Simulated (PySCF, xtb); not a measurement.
Ti(Cl)2(O) anion (Cl₂OTi), SMILES [O]=[Ti]([Cl])[Cl] (connectivity only; charge and spin as stated), charge -1, multiplicity 2.

Harmonic wavenumbers (cm⁻¹) from GFN2-xTB (xtb) at its own minimum, in rising order: 83, 96, 173, 304, 403, 916.

### Question
What does PySCF with PBE-D3(BJ)/def2-SVPD give at its own minimum? (Estimate from the structure and the level; the computed values follow.)

### Answer
88, 95, 181, 284, 391, 966. Paired by order, the mean absolute difference is 16 cm⁻¹ and the zero-point energies are 2.8 and 2.9 kcal/mol.
